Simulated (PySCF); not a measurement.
PySCF job for Sn(Cl)(NH2)3 (ClH6N3Sn), SMILES [NH2][Sn]([NH2])([NH2])[Cl], TDA-B3LYP/def2-SVPD. Geometry: B3LYP-D3(BJ)/def2-SVP. The def2 effective core potentials stand for the cores of Sn; spin–orbit coupling is left out. One conformer was computed; it need not be the lowest.

```python
import numpy as np
from pyscf import gto, scf, dft, tdscf

mol = gto.M(
    atom='''
    N     0.49530360   -1.85074089   -0.94043181
    Sn   -0.00000000    0.00000000   -0.24648117
    N     1.35513683    1.35431594   -0.94043181
    N    -1.85044042    0.49642494   -0.94043181
    Cl    0.00000000   -0.00000000    2.15013088
    H     0.39640454   -2.57266703   -0.22563034
    H     1.46273436   -1.86847093   -1.26740247
    H     0.88677612    2.20100058   -1.26740248
    H     2.02979273    1.62962991   -0.22563034
    H    -2.34951048   -0.33252965   -1.26740247
    H    -2.42619727    0.94303712   -0.22563033
    ''',
    basis='def2-SVPD',
    ecp={'Sn': 'def2-svp'},
    charge=0,
    spin=0,
    symmetry=True,
    max_memory=1600,
    verbose=4,
)
mf = dft.RKS(mol, xc='b3lyp').density_fit(auxbasis='def2-universal-jkfit')
mf.grids.level = 3
mf.conv_tol = 1e-9
mf.max_cycle = 100
mf.kernel()
mf.grids = dft.Grids(mol).set(level=1).build(with_non0tab=True)  # coarser grid for the response kernel
td = tdscf.TDA(mf)
td.singlet = True
td.nstates = 10
td.conv_tol = 1e-4
td.positive_eig_threshold = 1e-6
td.kernel(x0=td.get_init_guess(mf, 15))
td.analyze()
tt = tdscf.TDA(mf)
tt.singlet = False
tt.nstates = 4
tt.conv_tol = 1e-4
tt.positive_eig_threshold = 1e-6
tt.kernel(x0=tt.get_init_guess(mf, 9))
tt.analyze(verbose=3)
```

It prints:

```
PySCF version 2.14.0

[INPUT] verbose = 4
[INPUT] num. atoms = 11
[INPUT] num. electrons = 66
[INPUT] charge = 0
[INPUT] spin (= nelec alpha-beta = 2S) = 0
[INPUT] symmetry True subgroup None
[INPUT] Mole.unit = angstrom
[INPUT] Symbol           X                Y                Z      unit          X                Y                Z       unit  Magmom
[INPUT]  1 N      0.495303600000  -1.850740890000  -0.940431810000 AA    0.935988152511  -3.497393409634  -1.777158559729 Bohr   0.0
[INPUT]  2 Sn     0.000000000000   0.000000000000  -0.246481170000 AA    0.000000000000   0.000000000000  -0.465781906162 Bohr   0.0
[INPUT]  3 N      1.355136830000   1.354315940000  -0.940431810000 AA    2.560837470011   2.559286212733  -1.777158559729 Bohr   0.0
[INPUT]  4 N     -1.850440420000   0.496424940000  -0.940431810000 AA   -3.496825603625   0.938107178004  -1.777158559729 Bohr   0.0
[INPUT]  5 Cl     0.000000000000   0.000000000000   2.150130880000 AA    0.000000000000   0.000000000000   4.063158495170 Bohr   0.0
[INPUT]  6 H      0.396404540000  -2.572667030000  -0.225630340000 AA    0.749096015134  -4.861636096398  -0.426379547992 Bohr   0.0
[INPUT]  7 H      1.462734360000  -1.868470930000  -1.267402470000 AA    2.764167333391  -3.530898329411  -2.395043557897 Bohr   0.0
[INPUT]  8 H      0.886776120000   2.201000580000  -1.267402480000 AA    1.675764000604   4.159288296209  -2.395043576795 Bohr   0.0
[INPUT]  9 H      2.029792730000   1.629629910000  -0.225630340000 AA    3.835752349333   3.079554214300  -0.426379547992 Bohr   0.0
[INPUT] 10 H     -2.349510480000  -0.332529650000  -1.267402470000 AA   -4.439931333995  -0.628389966797  -2.395043557897 Bohr   0.0
[INPUT] 11 H     -2.426197270000   0.943037120000  -0.225630330000 AA   -4.584848364467   1.782081882099  -0.426379529095 Bohr   0.0

nuclear repulsion = 354.987128743312
point group symmetry = C3, use subgroup C1
symmetry origin: [ 1.40724285e-09 -1.40724285e-09  4.02069337e-10]
symmetry axis x: [ 5.23801400e-01 -8.51840415e-01  2.02394350e-09]
symmetry axis y: [8.51840415e-01 5.23801400e-01 1.17454197e-09]
symmetry axis z: [-2.06066679e-09  1.10885035e-09  1.00000000e+00]
num. orbitals of irrep A = 167
number of shells = 71
number of NR pGTOs = 262
number of NR cGTOs = 167
basis = def2-SVPD
ecp = {'Sn': 'def2-svp'}


******** <class 'pyscf.df.df_jk.DFRKS'> ********
method = DFRKS
initial guess = minao
damping factor = 0
level_shift factor = 0
DIIS = <class 'pyscf.scf.diis.CDIIS'>
diis_start_cycle = 1
diis_space = 8
diis_damp = 0
SCF conv_tol = 1e-09
SCF conv_tol_grad = None
SCF max_cycles = 100
direct_scf = False
XC library pyscf.dft.libxc version 7.1.2
    S. Lehtola, C. Steigemann, M. J. T. Oliveira, and M. A. L. Marques,  SoftwareX 7, 1–5 (2018)
XC functionals = b3lyp
    P. J. Stephens, F. J. Devlin, C. F. Chabalowski, and M. J. Frisch,  J. Phys. Chem. 98, 11623 (1994)
radial grids:
    Treutler-Ahlrichs [JCP 102, 346 (1995); DOI:10.1063/1.469408] (M4) radial grids

becke partition: Becke, JCP 88, 2547 (1988); DOI:10.1063/1.454033
pruning grids: <function nwchem_prune>
grids dens level: 3
symmetrized grids: True
atomic radii adjust function: <function treutler_atomic_radii_adjust>
small_rho_cutoff = 0
Set gradient conv threshold to 3.16228e-05
Initial guess from minao.
tot grids = 141392
******** <class 'pyscf.df.df.DF'> ********
auxbasis = def2-universal-jkfit
init E= -818.744473270295
  HOMO = -0.681967242870195  LUMO = -0.602088417272256  gap/eV = 2.17361
cycle= 1 E= -840.282378464318  delta_E= -21.5  |g|= 2.97  |ddm|= 11.6

WARN: HOMO 0.0502212866901718 == LUMO 0.0502216984281321

cycle= 2 E= -829.896695750736  delta_E= 10.4  |g|= 8.21  |ddm|= 23.4
  HOMO = -0.270251138693593  LUMO = -0.0435464606188418  gap/eV = 6.16895
cycle= 3 E= -842.147007890191  delta_E= -12.3  |g|= 0.667  |ddm|= 20.9
  HOMO = -0.251441387069229  LUMO = -0.0555174838320482  gap/eV = 5.33136
cycle= 4 E= -842.237729186208  delta_E= -0.0907  |g|= 0.376  |ddm|= 1.69
  HOMO = -0.285015148785035  LUMO = -0.0653682690693103  gap/eV = 5.97690
cycle= 5 E= -842.270594276406  delta_E= -0.0329  |g|= 0.114  |ddm|= 0.808
  HOMO = -0.277117737165587  LUMO = -0.0603642213549875  gap/eV = 5.89816
cycle= 6 E= -842.273007761416  delta_E= -0.00241  |g|= 0.0377  |ddm|= 0.197
  HOMO = -0.280181920179957  LUMO = -0.0610453502129431  gap/eV = 5.96301
cycle= 7 E= -842.27337780172  delta_E= -0.00037  |g|= 0.0114  |ddm|= 0.0667
  HOMO = -0.28092554298112  LUMO = -0.0616577015654514  gap/eV = 5.96658
cycle= 8 E= -842.273412255665  delta_E= -3.45e-05  |g|= 0.00239  |ddm|= 0.0176
  HOMO = -0.280814758617522  LUMO = -0.0615624474534187  gap/eV = 5.96616
cycle= 9 E= -842.273413485865  delta_E= -1.23e-06  |g|= 0.000898  |ddm|= 0.00399
  HOMO = -0.280812860831704  LUMO = -0.0614960772692612  gap/eV = 5.96791
cycle= 10 E= -842.273413670786  delta_E= -1.85e-07  |g|= 0.000229  |ddm|= 0.00159
  HOMO = -0.280814477319767  LUMO = -0.0615010507536269  gap/eV = 5.96782
cycle= 11 E= -842.273413685224  delta_E= -1.44e-08  |g|= 3.9e-05  |ddm|= 0.000363
  HOMO = -0.280818426075311  LUMO = -0.0615040612776809  gap/eV = 5.96785
cycle= 12 E= -842.273413685726  delta_E= -5.02e-10  |g|= 4.33e-06  |ddm|= 9.32e-05
  HOMO = -0.28081880220082  LUMO = -0.061504660177583  gap/eV = 5.96784
Extra cycle  E= -842.273413685729  delta_E= -2.5e-12  |g|= 2.87e-06  |ddm|= 1.32e-05
converged SCF energy = -842.273413685729
tot grids = 44536
Overwritten attributes  positive_eig_threshold  of <class 'pyscf.tdscf.rks.TDA'>


******** <class 'pyscf.tdscf.rks.TDA'> for <class 'pyscf.df.df_jk.DFRKS'> ********
nstates = 10 singlet
deg_eia_thresh = 1.000e-03
wfnsym = None
conv_tol = 0.0001
eigh lindep = 1e-12
eigh level_shift = 0
eigh max_cycle = 100


Excitation energies (eV)
[5.14224233 5.14232643 5.24674573 5.98207029 5.98211051 6.82162553
 6.82178625 6.83169815 7.15697454 7.15702351]

** Singlet excitation energies and oscillator strengths **
Excited State   1:    A      5.14224 eV    241.11 nm  f=0.0684
      32 -> 34        0.66466
      33 -> 34       -0.19613
Excited State   2:    A      5.14233 eV    241.11 nm  f=0.0685
      32 -> 34        0.19614
      33 -> 34        0.66466
Excited State   3:    A      5.24675 eV    236.31 nm  f=0.1569
      31 -> 34       -0.69099
Excited State   4:    A      5.98207 eV    207.26 nm  f=0.0196
      29 -> 34        0.53821
      30 -> 34        0.44436
Excited State   5:    A      5.98211 eV    207.26 nm  f=0.0196
      29 -> 34       -0.44436
      30 -> 34        0.53821
Excited State   6:    A      6.82163 eV    181.75 nm  f=0.0175
      31 -> 36        0.20644
      32 -> 35        0.47477
      32 -> 37       -0.15082
      33 -> 35       -0.41706
      33 -> 36       -0.15379
Excited State   7:    A      6.82179 eV    181.75 nm  f=0.0176
      31 -> 37       -0.20688
      32 -> 35       -0.41708
      32 -> 36        0.15163
      33 -> 35       -0.47475
      33 -> 37       -0.15244
Excited State   8:    A      6.83170 eV    181.48 nm  f=0.0031
      31 -> 35        0.60058
      32 -> 36        0.18204
      32 -> 37        0.18404
      33 -> 36       -0.18183
      33 -> 37        0.18093
Excited State   9:    A      7.15697 eV    173.24 nm  f=0.0001
      31 -> 36       -0.38422
      31 -> 37        0.36698
      32 -> 35       -0.12570
      32 -> 36       -0.19923
      32 -> 37       -0.19413
      33 -> 35       -0.15617
      33 -> 36       -0.19387
      33 -> 37        0.19867
Excited State  10:    A      7.15702 eV    173.23 nm  f=0.0001
      31 -> 36       -0.36627
      31 -> 37       -0.38406
      32 -> 35        0.15606
      32 -> 36       -0.19470
      32 -> 37        0.19874
      33 -> 35       -0.12564
      33 -> 36        0.19952
      33 -> 37        0.19473

** Transition electric dipole moments (AU) **
state          X           Y           Z        Dip. S.      Osc.
  1         0.0671     -0.7340     -0.0003      0.5433      0.0684
  2        -0.7341     -0.0673      0.0001      0.5434      0.0685
  3        -0.0000      0.0002     -1.1048      1.2205      0.1569
  4         0.1897      0.3126      0.0000      0.1337      0.0196
  5         0.3126     -0.1898     -0.0000      0.1337      0.0196
  6        -0.2669     -0.1837      0.0010      0.1050      0.0175
  7         0.1838     -0.2670     -0.0003      0.1051      0.0176
  8         0.0025      0.0005      0.1354      0.0183      0.0031
  9         0.0142      0.0099      0.0001      0.0003      0.0001
 10         0.0099     -0.0142     -0.0000      0.0003      0.0001

WARN: ECP detected. Skipping calculation of transition velocity and magnetic dipole moments, which have not yet been implemented.



******** <class 'pyscf.tdscf.rks.TDA'> for <class 'pyscf.df.df_jk.DFRKS'> ********
nstates = 4 triplet
deg_eia_thresh = 1.000e-03
wfnsym = None
conv_tol = 0.0001
eigh lindep = 1e-12
eigh level_shift = 0
eigh max_cycle = 100


Excitation energies (eV)
[4.48150988 4.48158882 4.49219449 5.61555886]

** Triplet excitation energies and oscillator strengths **
Excited State   1:    A      4.48151 eV    276.66 nm  f=0.0000
Excited State   2:    A      4.48159 eV    276.65 nm  f=0.0000
Excited State   3:    A      4.49219 eV    276.00 nm  f=0.0000
Excited State   4:    A      5.61556 eV    220.79 nm  f=0.0000
```

The program stopped with an error.
